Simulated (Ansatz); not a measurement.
```yaml
crystal:
  periodic: [false, false, false]
  atoms:
    - {symbol: Xx, position_ang: [-2.022748, -1.241513, -1.195449]}
    - {symbol: C, position_ang: [-1.052026, -0.672079, -0.525218]}
    - {symbol: C, position_ang: [-0.914079, -0.610650, 0.793093]}
    - {symbol: F, position_ang: [-1.719886, -1.106642, 1.698870]}
    - {symbol: C, position_ang: [0.330883, 0.109621, 1.193469]}
    - {symbol: F, position_ang: [0.077854, 1.044192, 2.137445]}
    - {symbol: F, position_ang: [1.251381, -0.726710, 1.709135]}
    - {symbol: C, position_ang: [0.821262, 0.749893, -0.119694]}
    - {symbol: F, position_ang: [2.163218, 0.677075, -0.256722]}
    - {symbol: C, position_ang: [0.076389, -0.003713, -1.238650]}
    - {symbol: F, position_ang: [0.878521, -0.892756, -1.854169]}
    - {symbol: F, position_ang: [-0.375159, 0.842452, -2.191879]}
    - {symbol: H, position_ang: [0.504888, 1.795928, -0.135333]}
basis:
  gaussian: {orbitals: "6-31G*"}
hamiltonian: {xc: {name: B97M-V}}
```

```sh
$ ansatz run in.yaml --threads 4 --pin off --events-out ev --progress --plain --max-ram 66560MiB --backend cpu
```

Task: How does Ansatz answer? (An estimate is asked.)

Result: Computed: The input was rejected before any iteration.
```
Error: YAML parse error: error: line 4 column 16: `Xx` is not an element symbol (H … Og, case-exact)
 --> <input>:4:16
2 |   periodic: [false, false, false]
3 |   atoms:
4 |     - {symbol: Xx, position_ang: [-2.022748, -1.241513, -1.195449]}
5 |     - {symbol: C, position_ang: [-1.052026, -0.672079, -0.525218]}
6 |     - {symbol: C, position_ang: [-0.914079, -0.610650, 0.793093]}
```
